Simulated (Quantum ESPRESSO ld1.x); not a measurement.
Values are calculated unless marked as measured or tabulated.
Dy53+, 13 electrons, occupied as [Ne] 3s2 3p1 (the NIST ground configuration). Code: ld1.x of Quantum ESPRESSO 7.5. Model: scalar-relativistic Kohn-Sham, LDA (Slater exchange, VWN5 correlation), spin-unpolarised, spherical densities, point nucleus.

Normalised radial functions P(r) = r R(r), r in bohr:

r	2s	3s	4s
0.0008574	0.4514	0.2322	0.1461
0.001081	0.5442	0.2799	0.1760
0.001364	0.6533	0.3359	0.2112
0.001733	0.7847	0.4033	0.2536
0.002186	0.9299	0.4776	0.3002
0.002757	1.0919	0.5603	0.3521
0.003477	1.2670	0.6493	0.4079
0.00442	1.4536	0.7436	0.4668
0.005574	1.6256	0.8293	0.5202
0.007029	1.7679	0.8980	0.5625
0.008936	1.8511	0.9335	0.5834
0.01127	1.8276	0.9107	0.5669
0.01421	1.6525	0.8049	0.4973
0.01807	1.2587	0.5802	0.3518
0.02278	0.6356	0.2342	0.1294
0.02873	-0.2243	-0.2306	-0.1666
0.03624	-1.2539	-0.7613	-0.4989
0.04607	-2.3348	-1.2565	-0.7954
0.0581	-3.1605	-1.5015	-0.9111
0.07327	-3.5296	-1.3213	-0.7282
0.09314	-3.2899	-0.5730	-0.1673
0.1175	-2.5407	0.5807	0.5967
0.1481	-1.5807	1.7644	1.1938
0.1883	-0.7359	2.4617	1.1172
0.2375	-0.2538	2.3103	0.1713
0.2995	-0.0588	1.5465	-1.1519
0.3777	-0.0083	0.7171	-1.9282
0.4802	-0.0006	0.2055	-1.6543
0.6055	0.0000	0.0360	-0.8470
0.7636	0.0000	0.0033	-0.2518
0.9708	0.0000	0.0001	-0.0367
1.224	0.0000	0.0000	-0.0026

2s: eigenvalue -12717.8 eV, 1 radial node at r = 0.0272 bohr, <r> = 0.0886 bohr, 90 % of the charge inside 0.137 bohr. 3s: eigenvalue -5156.4 eV, 2 radial nodes at r = 0.0258, 0.105 bohr, <r> = 0.213 bohr, 90 % of the charge inside 0.309 bohr. 4s (empty): eigenvalue -2758.1 eV, 3 radial nodes at r = 0.0254, 0.0983, 0.245 bohr, <r> = 0.394 bohr, 90 % of the charge inside 0.554 bohr.
